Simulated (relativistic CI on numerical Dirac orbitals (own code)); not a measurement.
Forbidden transitions in Pm²¹⁺

Method of calculation: Dirac-Coulomb-Breit CI, orbitals from a KLI potential per configuration, a model potential for QED, unscaled Slater integrals (own radial code, finite nucleus).

Configurations in the expansion (outside the closed core [Ar] 3d10): 4s2 4p6 4d4, 4s2 4p5 4d5, 4s2 4p6 4d3 4f, 4s 4p6 4d5, 4s2 4p6 4d3 5s, 4s 4p6 4d4 4f, 4s2 4p6 4d3 5p, 4s2 4p6 4d2 4f 5s, 4s2 4p6 4d3 5d, 4s2 4p6 4d2 5s 5p, 4s2 4p6 4d3 6s, 4p6 4d6, 4p5 4d7, 4s2 4p6 4d2 5s2, 4s2 4p6 4d 4f 5s2, 4s 4p6 4d2 4f 5s2, 4s2 4p6 4d 5s2 5p. Double excitations out of closed p, d and f shells are left out; levels of such configurations are missing from the list, as are those of other unlisted configurations, and high levels can miss mixing partners.

```csv
λ vac (nm),Lower,Upper,Type,A (s⁻¹),gf,Branching (%)
91.977,4s2 4p6 4d4 5D_2 [3],4s2 4p6 4d4 3D_1 [20],M1,5.84e+02,2.22e-07,10.6
102.72,4s2 4p6 4d4 5D_2 [3],4s2 4p6 4d4 3F_3 [17],M1,7.46e+02,8.26e-07,18.5
111.50,4s2 4p6 4d4 5D_3 [4],4s2 4p6 4d4 3P_2 [18],M1,3.10e+03,2.89e-06,79.2
115.27,4s2 4p6 4d4 5D_3 [4],4s2 4p6 4d4 3F_3 [17],M1,4.71e+02,6.56e-07,11.7
123.04,4s2 4p6 4d4 3H_4 [7],4s2 4p6 4d4 3F_4 [22],M1,5.38e+02,1.10e-06,31.8
131.53,4s2 4p6 4d4 5D_3 [4],4s2 4p6 4d4 3F_4 [16],M1,6.22e+02,1.45e-06,19.9
135.25,4s2 4p6 4d4 5D_0 [6],4s2 4p6 4d4 3D_1 [20],M1,2.10e+03,1.73e-06,38.1
139.64,4s2 4p6 4d4 3G_3 [8],4s2 4p6 4d4 3F_4 [22],M1,4.99e+02,1.31e-06,29.4
145.19,4s2 4p6 4d4 5D_1 [2],4s2 4p6 4d4 3F_2 [9],M1,1.56e+03,2.47e-06,67.8
148.86,4s2 4p6 4d4 3H_4 [7],4s2 4p6 4d4 3G_5 [19],M1,1.76e+02,6.43e-07,10.3
153.08,4s2 4p6 4d4 5D_4 [5],4s2 4p6 4d4 3D_3 [15],M1,1.06e+03,2.62e-06,86.9
167.07,4s2 4p6 4d4 5D_2 [3],4s2 4p6 4d4 3P_1 [11],M1,2.49e+03,3.13e-06,89.7
174.56,4s2 4p6 4d4 3F_2 [9],4s2 4p6 4d4 3D_1 [20],M1,1.29e+03,1.77e-06,23.4
182.05,4s2 4p6 4d4 3H_5 [10],4s2 4p6 4d4 1I_6 [21],M1,9.65e+02,6.23e-06,55.8
191.48,4s2 4p6 4d4 5D_1 [2],4s2 4p6 4d4 5D_0 [6],M1,4.78e+03,2.63e-06,100.0
194.42,4s2 4p6 4d4 5D_2 [3],4s2 4p6 4d4 3F_2 [9],M1,7.39e+02,2.09e-06,32.1
201.72,4s2 4p6 4d4 3H_5 [10],4s2 4p6 4d4 3G_5 [19],M1,5.47e+02,3.67e-06,32.0
202.02,4s2 4p6 4d4 5D_2 [3],4s2 4p6 4d4 3G_3 [8],M1,5.68e+02,2.43e-06,42.0
204.63,4s2 4p6 4d4 3P_1 [11],4s2 4p6 4d4 3D_1 [20],M1,9.90e+02,1.87e-06,17.9
208.96,4s2 4p6 4d4 3G_3 [8],4s2 4p6 4d4 3F_3 [17],M1,1.31e+03,6.01e-06,32.6
211.51,4s2 4p6 4d4 3H_6 [12],4s2 4p6 4d4 1I_6 [21],M1,7.64e+02,6.66e-06,44.2
213.73,4s2 4p6 4d4 3H_4 [7],4s2 4p6 4d4 3F_4 [16],M1,2.07e+03,1.28e-05,66.3
217.77,4s2 4p6 4d4 3F_2 [9],4s2 4p6 4d4 3F_3 [17],M1,1.41e+03,7.02e-06,35.0
222.48,4s2 4p6 4d4 5D_4 [5],4s2 4p6 4d4 3H_5 [10],M1,4.76e+02,3.88e-06,86.7
238.53,4s2 4p6 4d4 3H_6 [12],4s2 4p6 4d4 3G_5 [19],M1,3.47e+02,3.25e-06,20.3
257.08,4s2 4p6 4d4 5D_3 [4],4s2 4p6 4d4 3G_3 [8],M1,7.41e+02,5.14e-06,54.8
294.84,4s2 4p6 4d4 3G_4 [13],4s2 4p6 4d4 3G_5 [19],M1,5.61e+02,8.04e-06,32.8
342.01,4s2 4p6 4d4 5D_3 [4],4s2 4p6 4d4 3H_4 [7],M1,1.60e+02,2.52e-06,20.2
365.74,4s2 4p6 4d4 5D_4 [5],4s2 4p6 4d4 3H_4 [7],M1,6.32e+02,1.14e-05,79.8
388.95,4s2 4p6 4d4 5D_0 [1],4s2 4p6 4d4 5D_1 [2],M1,5.84e+02,3.97e-06,100.0
```

Terms are leading LS components. Brackets give the number of a level in order of energy, since labels repeat. The list gives strong lines, with weight on those to low levels, among the lowest 200 of 2173 levels, so that lines to higher ones, which can be the strongest, are missing. Levels whose partners in the same complex of configurations lie outside the list can be far off, and so can their lines. Rates are taken at the computed energies, electric ones in the length gauge.

At this charge energies of transitions that change n are usually good to better than 1 %, and those within a shell (Δn = 0) to a few per cent. Terms inside the open d or f shell come out 10 to 20 % too wide with unscaled integrals.

LS names give the leading component of a level, which can be under half, so a name can repeat, a term be missing and a line seem to break the LS rules.
